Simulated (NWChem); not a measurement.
## Polarisability of hydrogen iodide (HI)

```
I
H 1 1.6328
```
Charge 0, spin multiplicity 1.

All runs are NWChem calculations. All single points use one geometry, from PBE/def2-SVP with def2 effective core potentials on I, a minimum by its harmonic frequencies.

Basis set: def2-SVPD. The field's frequency is 0.0773 Ha (589 nm).

```
method                isotropic polarisability (bohr³)  difference from CCSD linear response
--------------------  --------------------------------  ------------------------------------
PBE                                              39.04                                 +1.32
HF                                               36.50                                 -1.23
PBE0                                             37.76                                 +0.03
B3LYP                                            38.22                                 +0.49
CCSD linear response                             37.73                                  0.00
```

The values span 2.54 bohr³, from HF (lowest) to PBE (highest). 

Effective core potentials replace the inner electrons of I; spin-orbit coupling is left out. The correlated methods keep 4 core orbitals frozen. B3LYP has NWChem's definition, with VWN1-RPA local correlation. Differences from the coupled-cluster row are differences between methods, not errors against experiment.
